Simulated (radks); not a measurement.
Pt58+, configuration [Ar] 3d2.

All-electron calculation, scalar-relativistic Kohn-Sham, SCAN, spin-polarised, spherical densities, finite nucleus; open shells are filled with parallel spins first (spin-orbit coupling, left out, can overturn this in heavy ions); meta-GGA in the generalised Kohn-Sham scheme; Fermi nuclear charge, rms radius 5.427 fm. Program: a radial shooting solver on a logarithmic mesh with Libxc functionals.

Energy parts (eV):
part                      energy
total                 -408319.65
kinetic                464507.89
electron-nucleus      -916708.94
Hartree                 49386.91
exchange-correlation    -5505.52

Orbitals (lengths in bohr, moments of r in powers of bohr; r(max) is where P^2 peaks; r(90%) holds 90 % of the orbital's charge):
orbital  occ.  eigenvalue (eV)   r(max)  r(90%)  <1/r>      <r>
1s up       1        -82692.77  0.01062  0.0313  93.92  0.01715
1s down     1        -82692.32  0.01062  0.0313  93.92  0.01715
2s up       1        -17919.74  0.06100   0.111  22.19  0.07184
2s down     1        -17902.83  0.06098   0.111  22.21  0.07178
2p up       3        -16092.70  0.05040   0.105  19.79  0.06468
2p down     3        -16079.26  0.05036   0.105  19.81  0.06462
3s up       1        -6871.381   0.1666   0.257  8.748   0.1767
3s down     1        -6853.640   0.1667   0.258  8.726   0.1770
3p up       3        -6330.140   0.1642   0.260  8.053   0.1752
3p down     3        -6311.945   0.1644   0.260  8.032   0.1755
3d up       2        -5838.082   0.1313   0.237  7.591   0.1557

The highest occupied level is 3d up at -5838.1 eV. Spin moment in Bohr magnetons: 2. Summed over all electrons, <r^2> = 0.3840 bohr^2, which gives a Langevin (diamagnetic) susceptibility term of -0.304 x 10^-6 cm^3/mol. For comparison, the ionisation energy in NIST's Atomic Spectra Database is 5959 eV (theoretical). In exact Kohn-Sham theory the highest level is minus the ionisation energy, but local and semilocal functionals leave it too shallow, through self-interaction and a potential that decays too fast; potentials with the right tail come closer. The density falls to 0.001 e/bohr^3 at r = 0.56 bohr. The spin density at the nucleus is -53.7 e/bohr^3 (1s -13.3, 2s -219.8, 3s 179.3). The electron density at the nucleus is 2.11e+06 e/bohr^3 (large components only).

Empty levels of this run are not shown, since the potential may be unsettled where no density lies.
